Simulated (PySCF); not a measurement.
# UHF on Rh (rhodium, neutral)

Configuration: [Kr] 4d8 5s1, high-spin 4F determinant. All numbers are calculated (PySCF 2.14, the spin-free X2C one-electron Hamiltonian (Gaussian nucleus), in x2c-TZVPall (8s6p6d1f, 63 functions)).

| Property | Result |
| --- | --- |
| Total energy | -4781.187324 hartree |
| One-electron energy | -6595.7672 hartree |
| Hartree (Coulomb) energy | 1952.2502 hartree |
| Exchange energy | -137.6703 hartree |
| ⟨S²⟩ | 3.7525 |
| ⟨L²⟩ | 12.037 |
| Sum of ⟨r⟩ | 32.33 bohr |
| Sum of ⟨r²⟩ | 51.42 bohr² |
| Langevin diamagnetic susceptibility | -40.7 ×10⁻⁶ cm³/mol |
| Time after the integrals | 0.65 s of wall time on 1 thread of Neoverse-N1 (shared host) |

```tsv
shell	electrons	mean orbital energy (eV)	spread (eV)	rms radius, mean of both spins (bohr)
1s α	1	-23341.4	0	0.0374
1s β	1	-23341.3	0	0.0374
2s α	1	-3465.8	0	0.154
2s β	1	-3465.2	0	0.154
2p α	3	-3100.5	0	0.137
2p β	3	-3100.0	0	0.137
3s α	1	-654.45	0	0.415
3s β	1	-654.10	0	0.415
3p α	3	-531.04	0	0.419
3p β	3	-530.69	0	0.419
3d α	5	-333.62	0.286	0.403
3d β	5	-332.87	1.074	0.403
4s α	1	-102.65	0	1.05
4s β	1	-99.288	0	1.05
4p α	3	-65.731	0	1.17
4p β	3	-61.586	0	1.17
4d α	5	-12.356	1.041	1.72
4d β	3	-10.587	0	1.72
5s α	1	-6.477	0	3.76
```

Densities and radii are taken from the X2C orbitals without a picture-change correction, which distorts them close to the nucleus.
